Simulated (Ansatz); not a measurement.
Computed with Ansatz on PBE0-D4/def2-TZVP structures; ΔE is electronic, products minus reactants. CBS: MP2 limit from def2 TZ/QZ plus the TZ coupled-cluster correction, frozen cores. DFT in def2-TZVPP. B3LYP here is the variant with VWN-RPA as its local correlation; programs differ in this. Each species was taken in one conformer, which may not be the lowest.

Reaction (substitution at a C–C bond): `CC(C)Cc1ccccc1` + `[NH2][Al]([F])[F]` → `CC(C)[NH][Al]([F])[F]` + `Cc1ccccc1`

(1) Is it downhill or uphill in electronic energy at CCSD(T)/CBS, and by how much? (Estimate.)

(2) What do these levels give: PBE-D4, r2SCAN-D4, B3LYP-D4, B2PLYP, PBE0, B3LYP, HF/def2-TZVPP, MP2/def2-TZVPP, SCS-MP2/def2-TZVPP, CCSD(T)/def2-TZVPP, HF/def2-QZVPP, MP2/def2-QZVPP? (Estimate.)

Largest T1 diagnostic among the species: 0.012.

Answers

(1) The calculation gave: Uphill: ΔE = +36.9 kJ/mol.

(2) The calculation gave: PBE-D4 27.9, r2SCAN-D4 29.7, B3LYP-D4 28.4, B2PLYP 29.5, PBE0 26.9, B3LYP 23.2, HF/def2-TZVPP 25.5, MP2/def2-TZVPP 41.9, SCS-MP2/def2-TZVPP 37.2, CCSD(T)/def2-TZVPP 35.6, HF/def2-QZVPP 26.0, MP2/def2-QZVPP 42.9 kJ/mol.

The D4 term adds +5.2 kJ/mol with B3LYP and +3.8 kJ/mol with PBE0; it sums over pairs of atoms, weighted by their polarisabilities, and B3LYP, whose exchange is more repulsive, gets the larger term. In def2-TZVPP, CCSD(T) changes the Hartree–Fock value by +10.1 kJ/mol (the triples alone add +1.2 kJ/mol) and MP2 by +16.4 kJ/mol.
